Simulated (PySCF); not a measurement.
MnMe2, C₂H₆Mn (sextet state).
Structure used (PBE0-D3(BJ)/def2-SVP), in Å, numbered top down from 1:
```
atom  x, y, z in Å
Mn1    0.0086   -0.0082   -0.0034
C2    -0.0032   -0.1272    2.0739
H3     0.0807    0.8647    2.5547
H4     0.8346   -0.7335    2.4652
H5    -0.9298   -0.5858    2.4655
C6     0.0320    0.1127   -2.0797
H7    -0.8900   -0.2944   -2.5342
H8     0.8737   -0.4499   -2.5236
H9     0.1260    1.1521   -2.4440
```

Computed with PBE0-D3(BJ)/def2-SVP geometry optimisation, gas phase in PySCF 2.14.0.

**Question.** Which atoms are bound to Mn1, and at what distances?

**Answer.** 2 atoms: C6 2.080 Å, C2 2.081 Å. The nearest atom not counted as bound is H7, at 2.70 Å (others tie with it).

**Question.** What is the shape at Mn1?

**Answer.** Linear: angle 179.7°.

**Question.** What are the other bond lengths?

**Answer.** C2–H3 and 5 like bonds 1.106 Å.

**Question.** What are the rotational constants (commonest isotopes, rigid rotor)?

**Answer.** A = 80017, B = 3488, C = 3488 MHz: a prolate symmetric top.

Point group: D3h (every atom within 0.08 Å of its image). Charge 0, sextet. ⟨S²⟩ = 8.776 (exact for a sextet: 8.75). No frequency check.
